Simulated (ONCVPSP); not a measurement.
**Scattering properties, ONCV potential for Li**

Li (Z = 3), optimised norm-conserving Vanderbilt (ONCV), made with ONCVPSP 4.0.1 (PBE, non-relativistic). Core [He], reference 2s0.5 (charge +0.5). Waves: 2s: rc 2.50 bohr, ncon 4, nbas 9, qcut 3.2 1/bohr, 3 projectors, debl 1.7 Ha; p scattering state at 0.39 Ha: rc 2.20 bohr, ncon 4, nbas 7, qcut 3.7 1/bohr, 3 projectors, debl 3.4 Ha; d scattering state at 0.33 Ha: rc 2.30 bohr, ncon 4, nbas 9, qcut 4.2 1/bohr, 3 projectors, debl 3.7 Ha. Local part: polynomial inside 1.95 bohr (lpopt 5, dvloc0 1 Ha). Core correction: none.

In the p channel the program set the typed energies aside and used 0.050, 3.450, 6.850 Ha.

The phase is arctan(r·R′/R) of the radial function R(r), unwrapped; energies in Ha, scanned from -2 to 5 Ha. A pole is an energy at which the radial function vanishes at the test radius. The pseudo phase is shifted by a multiple of π to meet the all-electron one at the reference energy, and phase errors are pseudo minus all-electron; the curves can meet again beyond the range given. Levels narrower than the energy grid can be missing from the lists of poles.

Problem. For each channel, where are the poles, and over which energies does the pseudopotential scatter like the atom?

Solution.

| channel | radius (bohr) | reference energy (Ha) | poles, all-electron | poles, pseudo | unbroken range about the reference energy with phases within 0.05 rad | phase error 1 Ha above the reference energy (rad) |
| --- | --- | --- | --- | --- | --- | --- |
| s | 2.53 | -0.20 | 0.78, 4.21 | 0.78, 4.18 | below 5.0 | -0.000 |
| p | 2.24 | 0.05 | 0.87, 4.34 | 0.87, 4.34 | the whole range | -0.001 |
| d | 2.33 | 0.33 | 2.21 | 2.21 | the whole range | -0.000 |

Phases in the d channel:

```csv
E (Ha),all-electron,pseudo
-1.98,1.320,1.320
-1.62,1.293,1.292
-1.26,1.255,1.255
-0.90,1.202,1.202
-0.54,1.116,1.116
-0.18,0.961,0.961
0.18,0.611,0.611
0.54,-0.206,-0.206
0.90,-0.961,-0.961
1.26,-1.276,-1.276
1.62,-1.428,-1.428
1.98,-1.522,-1.523
2.34,-1.597,-1.597
2.70,-1.673,-1.673
3.06,-1.774,-1.775
3.42,-1.978,-1.978
3.78,-2.725,-2.725
4.14,-4.054,-4.054
4.50,-4.405,-4.405
4.86,-4.530,-4.530
```
